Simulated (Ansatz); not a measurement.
`O[Si@@H](F)N[Si@@H](O)F` + `CC(O)CF` → `C[Si@H](O)N[Si@@H](O)F` + `OC(F)CF`  (formal exchange of groups at the Si–F bond)

Program: Ansatz. Geometries: PBE0-D4/def2-TZVP. ΔE: electronic, gas phase. CCSD(T)/CBS adds triple-zeta CCSD(T) − MP2 to the extrapolated MP2 energy (def2 sets, frozen cores). Functionals use def2-TZVPP. B3LYP here is the variant with VWN-RPA as its local correlation; programs differ in this. Each species was taken in one conformer, which may not be the lowest.

`O[Si@@H](F)N[Si@@H](O)F`:

```xyz
12

O    -1.120    1.798   -0.828
Si   -0.009    0.865   -1.555
F     1.300    1.676   -1.966
N     0.480   -0.374   -0.476
Si   -0.166   -0.782    1.044
O     0.992   -1.631    1.809
F    -0.504    0.580    1.821
H    -0.987    2.037    0.093
H    -0.599    0.387   -2.814
H     1.312   -0.892   -0.726
H    -1.448   -1.513    1.022
H     0.751   -2.152    2.576
```

`CC(O)CF`:

```xyz
12

C     1.304   -0.516    0.081
C     0.098    0.382    0.224
O    -0.365    0.280    1.553
C    -0.992   -0.009   -0.743
F    -2.085    0.828   -0.556
H     1.030   -1.556    0.276
H     1.729   -0.445   -0.922
H     2.069   -0.226    0.801
H     0.386    1.422    0.005
H    -1.184    0.781    1.615
H    -0.664    0.093   -1.781
H    -1.325   -1.034   -0.554
```

`C[Si@H](O)N[Si@@H](O)F`:

Z-matrix (Å, degrees):
```
C
Si 1 1.852
H 1 1.093 2 111.1
H 1 1.092 2 110.3 3 119.9
H 1 1.093 2 110.9 3 -120.9
O 2 1.644 1 107.4 3 -177.1
N 2 1.743 1 109.2 3 61.6
H 2 1.486 1 112.3 3 -57.0
H 6 0.961 2 114.1 1 -172.4
Si 7 1.690 2 125.0 1 -178.4
H 7 1.009 2 116.8 1 12.9
O 10 1.643 7 104.9 2 -20.6
F 10 1.598 7 114.4 2 95.9
H 10 1.476 7 112.2 2 -144.6
H 12 0.959 10 117.5 7 148.8
```

`OC(F)CF`:

```xyz
9

O     0.463    1.234   -0.857
C    -0.385    0.587   -0.003
F    -0.320    1.153    1.259
C    -0.069   -0.887    0.124
F     1.288   -1.038    0.339
H     1.363    0.948   -0.658
H    -1.406    0.733   -0.368
H    -0.327   -1.403   -0.804
H    -0.607   -1.326    0.967
```

CCSD(T)/CBS gives +173.5 kJ/mol.

Q: Another level gave +161.9 kJ/mol. Which?
A. PBE/def2-TZVPP
B. B3LYP-D4/def2-TZVPP
C. HF/def2-TZVPP
D. PBE0-D4/def2-TZVPP

A: B. B3LYP-D4 161.9, HF/def2-TZVPP 174.3, PBE 150.6, PBE0-D4 156.1 kJ/mol.

Largest T1 diagnostic among the species: 0.012.

From PBE to PBE0 (25 % exact exchange), in def2-TZVPP and without D4, ΔE moves by +6.5 kJ/mol.
